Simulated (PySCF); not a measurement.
# Static response to an electric field

Species: Si(OtBu)2Me2, C10H24O2Si.
Geometry (PBE0-D3(BJ)/def2-SVP, Å), atoms numbered from 1 in this order:
```
atom  x, y, z in Å
Si1   -0.392   -0.335   -1.073
O2    -0.610   -0.300    0.582
C3    -1.703   -0.035    1.444
C4    -2.992   -0.637    0.890
C5    -1.352   -0.689    2.776
C6    -1.850    1.475    1.617
H7    -3.829   -0.474    1.585
H8    -3.265   -0.176   -0.073
H9    -2.878   -1.720    0.736
H10   -1.215   -1.771    2.639
H11   -2.142   -0.523    3.524
H12   -0.410   -0.273    3.163
H13   -2.103    1.959    0.662
H14   -0.906    1.907    1.982
H15   -2.643    1.715    2.342
O16    1.239   -0.490   -1.318
C17    2.374    0.046   -0.651
C18    2.638   -0.782    0.604
C19    3.532   -0.083   -1.634
C20    2.148    1.511   -0.286
H21    3.537   -0.427    1.132
H22    1.775   -0.721    1.282
H23    2.789   -1.837    0.331
H24    3.662   -1.136   -1.924
H25    4.472    0.280   -1.191
H26    3.324    0.499   -2.544
H27    1.303    1.609    0.412
H28    1.935    2.106   -1.188
H29    3.041    1.934    0.198
C30   -1.052    1.216   -1.890
H31   -0.764    1.221   -2.953
H32   -0.647    2.127   -1.425
H33   -2.152    1.266   -1.842
C34   -1.140   -1.856   -1.850
H35   -0.816   -2.758   -1.309
H36   -0.804   -1.948   -2.895
H37   -2.240   -1.824   -1.846
```

Level: PBE0/def2-SVPD (PySCF), static field, nuclei fixed, core orbitals frozen in the response. The polarisability tensor in these axes (au):

```
x   161.50   1.53  -5.59
y     1.53 144.69   0.57
z    -5.59   0.57 152.14
```

Question: Diagonalise the tensor; give its mean and Δα, where Δα² is half the sum of the squared differences of the eigenvalues.

Answer: Principal values 144.36, 149.79 and 164.19 au; mean 152.78 au = 22.64 Å³ = 25.19 × 10⁻⁴⁰ C²·m²/J; Δα = 17.74 au (12 % of the mean).

Question: What is the dipole moment, and where does it point?

Answer: (-1.12, 0.76, 0.64) D, 1.49 D in size, pointing from the negative to the positive side. Measured along this direction, the outermost atoms are H24 at the negative end and H15 at the positive end.

Question: What depolarisation ratio follows for Rayleigh scattering of linearly polarised light, taking the static tensor?

Answer: ρ = 3Δα²/(45ᾱ² + 4Δα²) = 944.4/(1050380 + 1259.2) = 0.000898.

Question: Orientational against electronic polarisability at 500 K (dilute gas, rigid molecules)?

Answer: In Gaussian units μ²/3kT = 10.78 Å³ against 22.64 Å³, a ratio of 0.48; the Debye molar polarisation (4π/3)N_A(α + μ²/3kT) is 84.3 cm³/mol, leaving out the vibrational part.

Question: What molar refraction does this α imply?

Answer: Lorentz–Lorenz: R = (4π/3)N_A α = 2.5225 cm³/(mol·Å³) × 22.64 Å³ = 57.1 cm³/mol, in the limit of long wavelengths.

One conformer (not necessarily the lowest) at the PBE0-D3(BJ)/def2-SVP geometry, without solvent, vibrations or thermal averaging.
